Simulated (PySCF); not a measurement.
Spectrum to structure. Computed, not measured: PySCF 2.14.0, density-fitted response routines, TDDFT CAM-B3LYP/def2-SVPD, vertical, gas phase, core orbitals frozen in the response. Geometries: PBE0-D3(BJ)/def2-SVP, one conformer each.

| state | E (eV) | λ (nm) | f |
| --- | --- | --- | --- |
| S1 | 5.06 | 244.9 | 0.046 |
| S2 | 6.06 | 204.5 | 0.089 |
| S3 | 6.30 | 196.9 | 0.041 |
| S4 | 6.32 | 196.1 | 0.011 |
| S5 | 6.50 | 190.9 | 0.056 |
| S6 | 6.90 | 179.7 | 0.044 |
| S7 | 7.34 | 168.9 | 0.031 |
| S8 | 7.44 | 166.7 | 0.015 |
| S9 | 7.57 | 163.9 | 0.025 |
| S10 | 7.62 | 162.7 | 0.0076 |

Triplets computed (Tamm–Dancoff): 4.31, 5.48, 5.66, 5.84 eV.

Question: Which structure fits?
A. `C[SiH2]/C=C/[SiH3]`
B. `C[SiH2]/C=C\[SiH3]`
C. `CCB(C)P[SiH3]`
D. `CC1[SiH2]C[SiH2]1`

Answer: C. Its S1, at 5.06 eV, is the lowest among the candidates; the nearest of the others has S1 at 5.80 eV. S1 is HOMO→LUMO (87%). Löwdin shares by element: HOMO phosphorus 58%, boron 14%, silicon 9%, hydrogen 5% or more; LUMO boron 36%, phosphorus 16%, silicon 10%, carbon 10% or more (atoms not listed hold the other 28%). At the same level the other candidates give, for their lowest levels:
- `C[SiH2]/C=C/[SiH3]`: 5.89 eV (f 0.000); 6.71 eV (f 0.615); 7.30 eV (f 0.001); 7.76 eV (f 0.001); 7.82 eV (f 0.005); T1 4.04 eV; HOMO -9.19, LUMO 0.27 eV
- `C[SiH2]/C=C\[SiH3]`: 5.80 eV (f 0.003); 6.45 eV (f 0.398); 7.27 eV (f 0.006); 7.42 eV (f 0.002); 7.64 eV (f 0.003); T1 3.90 eV; HOMO -9.12, LUMO 0.13 eV
- `CC1[SiH2]C[SiH2]1`: 6.35 eV (f 0.002); 6.91 eV (f 0.004); 7.29 eV (f 0.060); 7.45 eV (f 0.036); 7.55 eV (f 0.005); T1 6.10 eV; HOMO -8.78, LUMO 0.81 eV

Shape of the structure used: `[CH3:1][CH2:2][B:3]([CH3:4])[PH:5][SiH3:6]`: C1–C2–B3–C4 16°, C2–B3–P5–Si6 -124°.
